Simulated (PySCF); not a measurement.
**Broadened absorption spectrum of C4H12SSi**

C₄H₁₂SSi.
InChI=1S/C4H12SSi/c1-2-3-4-6-5/h5H,2-4,6H2,1H3

The calculation used TDDFT CAM-B3LYP/def2-SVPD, vertical, gas phase, core orbitals frozen in the response (PySCF 2.14.0, density-fitted response routines). One conformer (not necessarily the lowest) at the GFN2-xTB geometry, without solvent, vibrations or thermal averaging. Torsions of this conformer, `[CH3:1][CH2:2][CH2:3][CH2:4][SiH2:5][SH:6]`: C1–C2–C3–C4 180°, C2–C3–C4–Si5 180°, C3–C4–Si5–S6 180°, H–S6–Si5–C4 180°.

Broadening: Gaussians 0.25 eV wide at half height, area fixed by f = 4.319×10⁻⁹ ∫ε dν̃. The width is an assumption, not a result. The curve ends short of the highest state used, and states not computed would add to its high-energy end.

λ (nm), ε (L mol⁻¹ cm⁻¹) and a bar:
```
    167.6         42 
    169.3         14 
    171.1         51 #
    172.8        173 ##
    174.5        376 ####
    176.3        530 ######
    178.0        481 #####
    179.7        296 ###
    181.4        127 #
    183.2         35 
    184.9          8 
    186.6          5 
    188.4         27 
    190.1        121 #
    191.8        391 ####
    193.6        971 ###########
    195.3       1716 ###################
    197.0       2357 ###########################
    198.8       2644 ##############################
    200.5       2576 #############################
    202.2       2370 ###########################
    204.0       2080 ########################
    205.7       1687 ###################
    207.4       1193 ##############
    209.2        687 ########
    210.9        339 ####
    212.6        139 ##
    214.4         45 
    216.1         13 
    217.8          3
```

Q: Locate the maxima and give the states behind the curve.

A: 199 nm (6.23 eV), ε about 2700, made up of S1 (20%) and S2 (80%); 177 nm (7.02 eV), ε about 540, made up of S3 (100%) (ε in L mol⁻¹ cm⁻¹; maxima over ε = 5, shares over 10%). At its high-energy end, 7.40 eV, the curve is still rising (ε about 45, from S4 and S6). The states used: S1 6.07 eV (f 0.015); S2 6.26 eV (f 0.021); S3 7.02 eV (f 0.0050); S4 7.62 eV (f 0.0025); S5 7.74 eV (f 0.0040); S6 7.79 eV (f 0.100); S7 7.97 eV (f 0.043); S8 8.00 eV (f 0.0016).

Q: What would ε be at 6.23 eV, the highest of these maxima, with half the width (0.125 eV)?

A: About 3700 L mol⁻¹ cm⁻¹ against 2650, a factor of about 1.4; a lone state at its own centre would give exactly 2.

Q: Coming from long wavelengths, where does ε first pass 100 L mol⁻¹ cm⁻¹?

A: At about 213 nm (5.82 eV), 0.25 eV below S1.

Q: On this curve, what absorbance would a 10⁻⁴ mol/L sample give at 193 nm over a 1 cm path?

A: 193 nm is 6.424 eV, where ε is about 740 L mol⁻¹ cm⁻¹, so A = ε c l ≈ 0.074 (Beer–Lambert, with the gas-phase spectrum and the assumed width).

On an Arm Neoverse N1 with one thread, no GPU, shared host with 64 logical CPUs at a one-minute load of 58, this took 97 s wall and 1.1 GiB of memory at its peak.

Without π bonds the low states are Rydberg-like; a valence basis with one diffuse set may place them up to an eV too high.
